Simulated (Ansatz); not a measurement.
Gas-phase electronic energies from Ansatz, PBE0-D4/def2-TZVP geometries. CCSD(T)/CBS is the MP2 limit (def2-TZVPP, def2-QZVPP) plus CCSD(T) − MP2 in def2-TZVPP, frozen cores. Double bonds are as drawn, so ΔE can hold a change between cis and trans. Functionals use def2-TZVPP. B3LYP here is the variant with VWN-RPA as its local correlation; programs differ in this.

Consider the formal exchange of groups at the Si–C bond: `C#C[Si](Cl)(Cl)C#C` + `C/C=C\F` → `C#C[Si](F)(Cl)Cl` + `C#C/C=C/C`.

`C#C[Si](Cl)(Cl)C#C`:

Cartesian coordinates in Å:
```
C -2.123 1.520 0.159
C -1.363 0.608 -0.050
Si -0.220 -0.753 -0.360
Cl -0.188 -1.160 -2.352
Cl -0.852 -2.401 0.647
C 1.446 -0.325 0.186
C 2.556 -0.035 0.552
H -2.796 2.325 0.344
H 3.540 0.220 0.875
```

`C/C=C\F`:

Cartesian coordinates in Å:
```
C 0.288 -1.009 0.453
C -0.476 0.020 -0.304
C -0.138 1.289 -0.435
F 0.970 1.801 0.123
H -0.325 -1.443 1.248
H 0.588 -1.832 -0.203
H 1.186 -0.587 0.905
H -1.395 -0.274 -0.800
H -0.698 2.035 -0.987
```

`C#C[Si](F)(Cl)Cl`:

```xyz
7

C     1.855    0.632   -0.457
C     0.737    0.250   -0.223
Si   -0.927   -0.318    0.152
F    -1.691   -0.627   -1.193
Cl   -1.954    1.110    1.144
Cl   -0.865   -2.017    1.243
H     2.845    0.970   -0.667
```

`C#C/C=C/C`:

```xyz
11

C     2.622    0.761    1.334
C     1.652    0.253    0.836
C     0.525   -0.381    0.257
C    -0.520    0.274   -0.256
C    -1.705   -0.382   -0.865
H     3.476    1.219    1.773
H     0.537   -1.468    0.241
H    -0.512    1.361   -0.230
H    -1.618   -1.470   -0.844
H    -1.834   -0.067   -1.906
H    -2.622   -0.098   -0.340
```

| level | ΔE (kcal/mol) | difference from CCSD(T)/CBS |
| --- | --- | --- |
| PBE-D4 | -40.6 | 2.0 |
| r2SCAN-D4 | -42.9 | -0.3 |
| PBE0-D4 | -41.6 | 1.0 |
| B3LYP-D4 | -42.0 | 0.6 |
| ωB97X-V | -40.8 | 1.8 |
| ωB97M-V | -41.2 | 1.4 |
| B2PLYP | -42.8 | -0.2 |
| PBE | -41.0 | 1.6 |
| r2SCAN | -43.0 | -0.4 |
| PBE0 | -42.0 | 0.6 |
| B3LYP | -42.6 | 0.0 |
| HF/def2-TZVPP | -43.3 | -0.7 |
| MP2/def2-TZVPP | -43.4 | -0.8 |
| SCS-MP2/def2-TZVPP | -42.3 | 0.3 |
| CCSD/def2-TZVPP | -42.1 | 0.5 |
| CCSD(T)/def2-TZVPP | -41.8 | 0.8 |
| HF/def2-QZVPP | -43.8 | -1.2 |
| MP2/def2-QZVPP | -44.0 | -1.4 |
| SCS-MP2/def2-QZVPP | -43.0 | -0.4 |
| HF/CBS(def2) | -43.9 | -1.3 |
| MP2/CBS(def2) | -44.2 | -1.6 |
| CCSD/CBS(def2) | -42.9 | -0.3 |
| CCSD(T)/CBS | -42.6 | 0 |

Largest T1 diagnostic among the species: 0.012.

From PBE to PBE0 (25 % exact exchange), in def2-TZVPP and without D4, ΔE moves by −1.0 kcal/mol.
